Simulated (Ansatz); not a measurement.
Z-matrix (Å, degrees):
```
B
C 1 1.939
C 1 1.542 2 50.4
H 1 1.198 2 110.2 3 111.8
H 1 1.197 2 110.3 3 -111.9
C 2 1.372 1 103.3 3 75.6
H 2 1.077 1 114.5 3 -128.9
N 3 1.478 1 112.2 2 -80.6
H 3 1.086 1 127.6 2 120.1
H 6 1.084 2 136.6 1 125.8
H 8 1.014 3 121.4 1 -56.7
```

Total charge 0; spin multiplicity 1.

List the ωB97M-V/def2-TZVPP orbital energies in eV (the Gaussian-basis code of Ansatz). (Estimate.)

Ansatz gave: Occupied: -395.53, -283.22, -282.12, -281.69, -187.00, -30.43, -23.78, -21.87, -18.43, -17.55, -17.03, -15.46, -13.86, -13.29, -12.23, -11.08, -10.24, -9.18. Lowest empty: 1.04, 2.57, 3.02, 3.11, 3.59, 3.84, 4.34, 4.60.
